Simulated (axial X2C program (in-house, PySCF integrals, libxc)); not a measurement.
# BBr⁻: cheaper levels and CCSD(T), 2c

All values were computed with an in-house relativistic program for diatomic molecules. Two-component (2c) means X2C with spin–orbit coupling and atomic mean-field two-electron Coulomb and Gaunt terms. Basis: Br dyall-acv3z [9s10p7d5f1g], B dyall-av3z [8s7p3d2f] (cores contracted in-house); Gaussian nuclei, density fitting, unrestricted open shells. Masses: Br 78.918 u, B 11.009 u.

State: Ω = 1/2 (⟨Sz⟩ = -0.50, ⟨Lz⟩ = 1.00 at HF); fragments Br- + B.

```tsv
level	Re (Å)	ωe (cm⁻¹)	De (eV)
PBE0	2.078	416.8	1.46
MP2	2.078	412.4	1.26
CCSD	2.117	375.2	1.13
TPSS	2.085	399.5	1.35
```

Correlated methods: 11 electrons correlated (number of frozen shells: Br 3 s, 2 p, 1 d; B 1 s), 253 virtual spin orbitals or spinors in MP2, 90 natural virtuals in coupled cluster.

CCSD(T), same Hamiltonian and basis:

Re = 2.110 Å, ωe = 385.2 cm⁻¹, De = 1.23 eV; T1 = 0.016 (Lee–Taylor normalisation).

Question: Give the differences from CCSD(T) in the columns below.

Answer: 

```csv
level,ΔRe (Å),Δωe (cm⁻¹),ΔDe (eV)
PBE0,-0.032,32,0.23
MP2,-0.032,27,0.03
CCSD,0.007,-10,-0.10
TPSS,-0.025,14,0.12
```

Occupations by symmetry block were frozen at the best pattern of an incomplete PBE0 search. De is counted from the lowest determinant-based energies of the atoms at the same level, without counterpoise correction. Density functionals use the spin component along the axis (collinear). CCSD and (T) use frozen natural virtuals with an MP2 correction for the truncation; (T) itself is uncorrected, so its De runs slightly low. In 2c an atomic determinant is not the ground J level, so De misses part of the atomic spin–orbit lowering. This holds for PBE0, TPSS. Without a current term, density functionals place determinants with orbital angular momentum somewhat too high. The highest occupied level of some functionals is positive through self-interaction error; at Hartree–Fock it is bound.
